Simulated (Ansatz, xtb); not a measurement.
# Two structures of CH3AlBrFTe

Structure I is `C[Te][Al]([F])[Br]`, a singlet and structure II is a singlet given by its coordinates. Both are isolated molecules in the gas phase, relaxed with PBE0-D3(BJ)/def2-SVP; the shapes shown needn't be the lowest conformers.

I (Å):

```tsv
atom	x (Å)	y (Å)	z (Å)
C	-0.0080	1.1391	-0.0346
Al	-3.3665	0.5467	0.2915
Br	-2.8057	-1.4160	-0.6452
F	-4.9599	0.8102	0.6797
Te	-1.6638	2.3066	0.7489
H	0.8828	1.7703	0.0738
H	0.1079	0.2191	0.5487
H	-0.1815	0.9093	-1.0915
```

II (Å):

```yaml
atoms:
  - { symbol: C, position_ang: [-1.3594, -0.9895, 0.5842] }
  - { symbol: Al, position_ang: [-2.0668, 0.4140, 1.6990] }
  - { symbol: Br, position_ang: [-4.1629, 1.1875, 1.4410] }
  - { symbol: F, position_ang: [-1.1776, 0.9667, 2.9937] }
  - { symbol: Te, position_ang: [-0.6283, 0.5676, -0.8145] }
  - { symbol: H, position_ang: [-0.4477, -1.4918, 0.9390] }
  - { symbol: H, position_ang: [-1.9852, -1.6896, 0.0178] }
  - { symbol: H, position_ang: [-2.1251, 0.7477, -1.5206] }
```

Close contacts (Å): C1–Al2 1.93, C1–Te5 2.22, Al2–Br3 2.25, Al2–F4 1.67, Al2–Te5 2.90, C1–H6 1.10, C1–H7 1.10, Te5–H8 1.66.

Task: Which of the two would you expect CCSD(T)/def2-SVP + ΔMP2/def2-TZVPP electronic energies to favour?

Result: Structure I; the calculation gives E(II) − E(I) = +0.940 eV.

Level by level:

```json
{"level": "GFN2-xTB", "geometry": "GFN2-xTB", "E(II) − E(I) (eV)": "+0.996", "departure from the last row (eV)": "+0.056", "job, with rough time for the two": "optimisation, 0.4 s"}
{"level": "HF/STO-3G", "geometry": "GFN2-xTB", "E(II) − E(I) (eV)": "+1.605", "departure from the last row (eV)": "+0.665", "job, with rough time for the two": "single point, 1.5 s"}
{"level": "r2SCAN-D4/def2-SVP", "geometry": "GFN2-xTB", "E(II) − E(I) (eV)": "+0.968", "departure from the last row (eV)": "+0.028", "job, with rough time for the two": "single point, 5.8 s"}
{"level": "PBE0-D3(BJ)/def2-SVP", "geometry": "PBE0-D3(BJ)/def2-SVP", "E(II) − E(I) (eV)": "+0.954", "departure from the last row (eV)": "+0.013", "job, with rough time for the two": "optimisation, 4.1 min"}
{"level": "HF/def2-SVP", "geometry": "PBE0-D3(BJ)/def2-SVP", "E(II) − E(I) (eV)": "+1.104", "departure from the last row (eV)": "+0.164", "job, with rough time for the two": "part of the CCSD(T) run"}
{"level": "MP2/def2-SVP", "geometry": "PBE0-D3(BJ)/def2-SVP", "E(II) − E(I) (eV)": "+0.998", "departure from the last row (eV)": "+0.057", "job, with rough time for the two": "part of the CCSD(T) run"}
{"level": "CCSD(T)/def2-SVP", "geometry": "PBE0-D3(BJ)/def2-SVP", "E(II) − E(I) (eV)": "+0.961", "departure from the last row (eV)": "+0.021", "job, with rough time for the two": "single point"}
{"level": "CCSD(T)/def2-SVP + ΔMP2/def2-TZVPP", "geometry": "PBE0-D3(BJ)/def2-SVP", "E(II) − E(I) (eV)": "+0.940", "departure from the last row (eV)": "", "job, with rough time for the two": "single point, 79 s"}
```

The levels shown agree on the order. The largest departure from CCSD(T)/def2-SVP + ΔMP2/def2-TZVPP is that of HF/STO-3G, 0.665 eV. The last row adds to CCSD(T) the change of the MP2 difference between the two basis sets, here −0.021 eV.

With harmonic frequencies from PBE0-D3(BJ)/def2-SVP (ideal gas, rigid rotor, one conformer each, 298.15 K, 1 atm): on the last row, ΔE + ΔZPE = +0.825 eV. A mode under 50 cm⁻¹ makes harmonic enthalpies and free energies unreliable, so none is given.

The correlated steps freeze 20 core orbitals; the filled d shell of Br and Te is correlated, in a basis made for valence electrons. Atoms past krypton carry core potentials in the def2 sets, other sets are all-electron and non-relativistic, and no spin–orbit term is included. Programs: Ansatz 0.2.0, xtb 6.7.1; the last row on 2 threads of Arm Neoverse V1 on a shared host.
